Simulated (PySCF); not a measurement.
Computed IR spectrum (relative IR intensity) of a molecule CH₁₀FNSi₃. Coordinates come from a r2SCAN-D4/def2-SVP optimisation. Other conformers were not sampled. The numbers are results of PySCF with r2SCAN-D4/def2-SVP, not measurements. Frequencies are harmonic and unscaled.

Lines under 2 % of the strongest are left out, and lines within 2 cm⁻¹ are merged.

| ν (cm⁻¹) | relative intensity |
|---|---|
| 350 | 15 |
| 643 | 4.2 |
| 678 | 2.7 |
| 713 | 14 |
| 737 | 3.6 |
| 750 | 30 |
| 803 | 34 |
| 857 | 8.1 |
| 880 | 85 |
| 904 | 32 |
| 924 | 25 |
| 937 | 100 |
| 950 | 16 |
| 957 | 27 |
| 964 | 4.9 |
| 998 | 22 |
| 1013 | 14 |
| 1058 | 43 |
| 1188 | 40 |
| 1367 | 2.1 |
| 2190 | 38 |
| 2210 | 36 |
| 2220 | 15 |
| 2234 | 46 |
| 2237 | 16 |
| 2242 | 57 |
| 3580 | 9.9 |

Q: Identify the compound among the candidates.
A) C[SiH2][Si@](N)(F)[SiH3]
B) F[SiH2]C[SiH2]N[SiH3]
C) C[Si@H]([SiH2]N)[SiH2]F
D) FC[Si@H]([SiH3])N[SiH3]

A: B, F[SiH2]C[SiH2]N[SiH3]
